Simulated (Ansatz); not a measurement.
Reaction (formal exchange of groups at the Si–O bond): `O[SiH](S)CF` + CH₄ → `C[SiH](S)CF` + H₂O

Isolated molecules relaxed with PBE0-D4/def2-TZVP in Ansatz; ΔE leaves out vibrations. CCSD(T)/CBS is the MP2 limit (def2-TZVPP, def2-QZVPP) plus CCSD(T) − MP2 in def2-TZVPP, frozen cores. This one scheme is used for every species. DFT in def2-TZVPP. HSE06 is defined as in plane-wave codes. One conformer a species, not always the lowest.

`O[SiH](S)CF`:

Cartesian coordinates in Å:
```
O 1.097 -1.067 -1.241
Si 0.508 0.295 -0.542
S -1.230 1.054 -1.516
C 0.042 0.007 1.268
F -1.146 -0.721 1.353
H 0.466 -1.678 -1.623
H 1.594 1.297 -0.617
H -2.052 0.413 -0.665
H 0.821 -0.558 1.790
H -0.102 0.957 1.793
```

CH₄:

```xyz
5

C     0.000    0.000    0.000
H     1.077   -0.081   -0.147
H    -0.429    0.620   -0.787
H    -0.201    0.454    0.970
H    -0.447   -0.993   -0.036
```

`C[SiH](S)CF`:

```xyz
12

C     0.307    1.532    0.428
Si    0.394   -0.327    0.442
S    -0.899   -1.221    1.900
C    -0.074   -1.011   -1.261
F     0.701   -0.405   -2.249
H     0.626    1.943    1.388
H    -0.711    1.874    0.230
H     0.957    1.927   -0.357
H     1.747   -0.811    0.816
H    -2.003   -0.589    1.467
H     0.084   -2.093   -1.313
H    -1.128   -0.818   -1.491
```

H₂O:

Z-matrix (Å, degrees):
```
O
H 1 0.960
H 1 0.960 2 105.1
```

| species | HSE06 energy (Eh) |
| --- | --- |
| `O[SiH](S)CF` | -903.55013 |
| CH₄ | -40.47234 |
| `C[SiH](S)CF` | -867.60801 |
| H₂O | -76.37727 |

**Question.** Work out ΔE.

**Answer.** ΔE = (-867.60801) + (-76.37727) − (-903.55013) − (-40.47234) = 0.03719 Eh = +97.6 kJ/mol. CCSD(T)/CBS gives +98.7 kJ/mol.

Largest T1 diagnostic among the species: 0.012.

In def2-TZVPP, CCSD(T) changes the Hartree–Fock value by −14.2 kJ/mol (the triples alone add −1.2 kJ/mol) and MP2 by −13.2 kJ/mol. From BLYP to BHLYP (50 % exact exchange), in def2-TZVPP and without D4, ΔE moves by +3.4 kJ/mol. Leaving LDA and LC-ωPBE aside and taking each functional with its dispersion term where it has one, the values, not all of them listed here, spread over 15.5 kJ/mol, from revPBE-D4 to CAM-B3LYP-D4.
